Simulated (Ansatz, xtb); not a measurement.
# Isomers of C3H6B2N2 in order of energy

6 gas-phase structures of C3H6B2N2, from a drawn sample of its isomers (lower ones may exist). Each was relaxed with GFN2-xTB:

A. `Bc1cnn(B)c1`, a singlet
B. `Bc1c[nH]nc1B`, a singlet
C. `Bc1cc(B)[nH]n1`, a singlet
D. `Bc1cn[nH]c1B`, a singlet
E. `Bc1ccn(B)n1`, a singlet
F. `Bc1ccnn1B`, a singlet

**Question.** Estimate their order in r2SCAN-D4/def2-SVP energy at these geometries, lowest first.

**Answer.** Calculated order at r2SCAN-D4/def2-SVP: A (0.0), F (0.5), E (4.2), D (13.2), C (14.3), B (17.5) kcal/mol. Less than 1 kcal/mol parts A and F, so the order within that pair means little.

Energies above the lowest of each column, in kcal/mol; the last columns are at B3LYP/def2-SVP geometries:

| structure | GFN2-xTB | HF/STO-3G | r2SCAN-D4/def2-SVP | B3LYP/def2-SVP | CCSD(T)/def2-SVP + ΔMP2/def2-TZVPP |
| --- | --- | --- | --- | --- | --- |
| A | 0.0 | 0.0 | 0.0 | 0.0 | 0.0 |
| F | 0.3 | 1.7 | 0.5 | 1.4 | 1.4 |
| E | 2.8 | 3.2 | 4.2 | 4.2 | 4.1 |
| D | 20.1 | 25.5 | 13.2 | 15.3 | 16.3 |
| C | 21.1 | 25.0 | 14.3 | 15.9 | 17.6 |
| B | 24.6 | 28.0 | 17.5 | 19.2 | 19.7 |

Every level run on A puts it lowest or level with the lowest. Flexible structures stand in one conformer each, not always the lowest. ΔMP2 is the change of the MP2 energy from the smaller to the larger basis.

Over these structures GFN2-xTB departs from r2SCAN-D4/def2-SVP by 3.7 kcal/mol on average once a common shift is removed. A GFN2-xTB relaxation took about 0.26 s and the r2SCAN-D4/def2-SVP energy about 5.9 s on a shared host (Ansatz 0.2.0, xtb 6.7.1).
